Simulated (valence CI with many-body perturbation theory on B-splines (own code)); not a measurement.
## Forbidden lines of Bi60+

Level of theory: relativistic CI+MBPT: five valence electrons over a frozen Dirac-Fock core [Ar], a basis of 7 s, 7 p, 8 d, 6 f, 4 g, 1 h functions for each j, with the one-electron correlation potential Σ1, the two-electron term Σ2, the three-electron term Σ3, Breit, model QED; selected CI, second order for the rest (own B-spline code, finite nucleus).

The last digits are not significant, and no measured levels were compared; by estimate large intervals hold to a few tenths of a per cent, small ones and those within an open d or f shell to about a per cent. The list stops below the first excitations out of the core. Only levels of the ground parity were solved; by the run's estimate the other parity begins above the list, which can be wrong where configurations are misplaced.

Lines 51 to 74 of 74 in falling wavelength, among levels below 291.50 eV, chosen from the decays that carry over 1 % of a level's rate. Wavelengths and rates use the calculated energies. Electric multipoles are in the length gauge, E1 and E2 with the static RPA response of the core. S is in atomic units (e²a₀⁴ for E2 and M2, e²a₀⁶ for E3), for M1 in squared Bohr magnetons. Weak lines are less certain than strong ones. Lines between different terms over intervals too small for the method are left out, as are lines whose strength nearly cancels. The highest levels of a list are the least certain.

Levels are named by their leading jj configuration (3d3/2^4 stands for four electrons in 3d with j = 3/2), which in mixed levels can hold well under half, so a name can repeat and another be missing. Letters in brackets count levels of one name in rising energy.

| λ vac (nm) | Upper | Lower | Type | A (s⁻¹) | S (a.u.) |
| --- | --- | --- | --- | --- | --- |
| 9.611 | (3d3/2^2 3d5/2^3) J=1/2 [b] | (3d3/2^3 3d5/2^2) J=1/2 | M1 | 8.44e+06 | 5.56e-01 |
| 9.611 | (3d3/2^3 3d5/2^2) J=9/2 | (3d3/2^4 3d5/2) J=5/2 | E2 | 2.02e+03 | 1.48e-04 |
| 9.573 | (3d3/2^2 3d5/2^3) J=7/2 [c] | (3d3/2^3 3d5/2^2) J=7/2 [b] | M1 | 4.97e+06 | 1.29e+00 |
| 9.549 | (3d3/2^2 3d5/2^3) J=7/2 [a] | (3d3/2^3 3d5/2^2) J=5/2 [a] | M1 | 5.52e+06 | 1.43e+00 |
| 9.308 | (3d3/2^2 3d5/2^3) J=9/2 [b] | (3d3/2^3 3d5/2^2) J=11/2 | M1 | 4.44e+06 | 1.33e+00 |
| 9.257 | (3d3/2^3 3d5/2^2) J=5/2 [b] | (3d3/2^4 3d5/2) J=5/2 | M1 | 1.63e+05 | 2.88e-02 |
| 9.257 | (3d3/2^3 3d5/2^2) J=5/2 [b] | (3d3/2^4 3d5/2) J=5/2 | E2 | 9.39e+03 | 3.42e-04 |
| 9.244 | (3d3/2^2 3d5/2^3) J=9/2 [b] | (3d3/2^3 3d5/2^2) J=7/2 [a] | M1 | 3.10e+06 | 9.09e-01 |
| 9.231 | (3d3/2^2 3d5/2^3) J=7/2 [c] | (3d3/2^3 3d5/2^2) J=5/2 [b] | M1 | 2.16e+06 | 5.05e-01 |
| 9.058 | (3d3/2^2 3d5/2^3) J=7/2 [b] | (3d3/2^3 3d5/2^2) J=7/2 [a] | M1 | 3.30e+05 | 7.28e-02 |
| 9.048 | (3d3/2^2 3d5/2^3) J=3/2 [b] | (3d3/2^3 3d5/2^2) J=3/2 [a] | M1 | 2.19e+06 | 2.40e-01 |
| 9.026 | (3d3/2^2 3d5/2^3) J=5/2 [c] | (3d3/2^3 3d5/2^2) J=3/2 [a] | M1 | 3.86e+06 | 6.32e-01 |
| 8.937 | (3d3/2^3 3d5/2^2) J=7/2 [b] | (3d3/2^4 3d5/2) J=5/2 | M1 | 5.87e+05 | 1.24e-01 |
| 8.904 | (3d3/2^2 3d5/2^3) J=7/2 [c] | (3d3/2^3 3d5/2^2) J=9/2 | M1 | 4.73e+06 | 9.91e-01 |
| 8.883 | (3d3/2^3 3d5/2^2) J=1/2 | (3d3/2^4 3d5/2) J=5/2 | E2 | 7.04e+03 | 6.96e-05 |
| 8.866 | (3d3/2^2 3d5/2^3) J=9/2 [c] | (3d3/2^3 3d5/2^2) J=7/2 [b] | M1 | 5.44e+06 | 1.41e+00 |
| 8.854 | (3d3/2^2 3d5/2^3) J=5/2 [c] | (3d3/2^3 3d5/2^2) J=7/2 [a] | M1 | 7.09e+06 | 1.09e+00 |
| 8.842 | (3d3/2^2 3d5/2^3) J=3/2 [a] | (3d3/2^3 3d5/2^2) J=5/2 [a] | M1 | 9.28e+06 | 9.51e-01 |
| 8.552 | (3d3/2^2 3d5/2^3) J=1/2 [b] | (3d3/2^3 3d5/2^2) J=3/2 [a] | M1 | 8.54e+06 | 3.96e-01 |
| 8.130 | (3d3/2^2 3d5/2^3) J=3/2 [b] | (3d3/2^3 3d5/2^2) J=5/2 [a] | M1 | 3.81e+05 | 3.03e-02 |
| 7.910 | (3d3/2^2 3d5/2^3) J=9/2 [c] | (3d3/2^3 3d5/2^2) J=11/2 | M1 | 9.42e+05 | 1.73e-01 |
| 7.864 | (3d3/2^2 3d5/2^3) J=9/2 [c] | (3d3/2^3 3d5/2^2) J=7/2 [a] | M1 | 2.47e+05 | 4.45e-02 |
| 7.742 | (3d3/2^2 3d5/2^3) J=7/2 [c] | (3d3/2^3 3d5/2^2) J=5/2 [a] | M1 | 1.82e+05 | 2.51e-02 |
| 7.716 | (3d3/2^3 3d5/2^2) J=3/2 [b] | (3d3/2^4 3d5/2) J=5/2 | M1 | 1.09e+06 | 7.42e-02 |
